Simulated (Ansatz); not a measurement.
Relaxation of a periodic cell of 17 atoms, TiSi16 (host Si, host structure diamond, interstitial Ti), to a largest force component of 0.08 eV/Å in at most 25 steps.

These are results of Ansatz, DFT PBEsol, scalar-relativistic, plane waves, PAW, not measurements. Settings: accuracy low, PAW set soft_1, cutoff 420 eV, k mesh 2x2x2, fermi-dirac smearing 0.05 eV, no spin polarisation.

```xyz
17
Lattice="0.0000 5.4300 5.4300 5.4300 0.0000 5.4300 5.4300 5.4300 0.0000" Properties=species:S:1:pos:R:3
Si 0.000 0.000 0.000
Si 1.357 1.357 1.357
Si 2.715 2.715 0.000
Si 4.072 4.072 1.357
Si 2.715 0.000 2.715
Si 4.072 1.357 4.072
Si 5.430 2.715 2.715
Si 6.787 4.072 4.072
Si 0.000 2.715 2.715
Si 1.357 4.072 4.072
Si 2.715 5.430 2.715
Si 4.072 6.787 4.072
Si 2.715 2.715 5.430
Si 4.072 4.072 6.787
Si 5.430 5.430 5.430
Si 6.787 6.787 6.787
Ti 6.820 6.770 4.035
```

Where does it end, and by what steps?

It converged. The threshold is loose, so the end isn't yet a minimum. The force dipped under the threshold on the way, but the program's further checks kept it going. Limits of this set-up: coarse k mesh, PAW files made for another functional, low accuracy level. After 3 steps the energy has fallen by 0.351 eV; Si9 moved furthest, 0.07 Å.

```csv
step,energy less start (eV),largest force component (eV/Å),accepted
0,0.0000,1.233,yes
1,-0.3282,0.345,yes
2,-0.3506,0.024,yes
3,-0.3506,0.024,yes
```

```xyz
17
Lattice="0.0000 5.4300 5.4300 5.4300 0.0000 5.4300 5.4300 5.4300 0.0000" Properties=species:S:1:pos:R:3
Si -0.013 -0.018 0.013
Si 1.358 1.359 1.320
Si 2.734 2.729 0.013
Si 4.076 4.070 1.353
Si 2.757 -0.041 2.673
Si 4.110 1.359 4.072
Si 5.417 2.729 2.695
Si 6.787 4.035 4.073
Si -0.042 2.757 2.672
Si 1.362 4.106 4.068
Si 2.735 5.411 2.694
Si 4.040 6.784 4.069
Si 2.758 2.757 5.471
Si 4.072 4.074 6.788
Si 5.388 5.387 5.471
Si 6.791 6.785 6.819
Ti 6.789 6.787 4.070
```

Whether the end is a true minimum wasn't checked by a vibrational analysis.

The run took 37 s on 1 thread of Arm Neoverse V1, with other jobs on the host, peak memory 0.56 GiB.
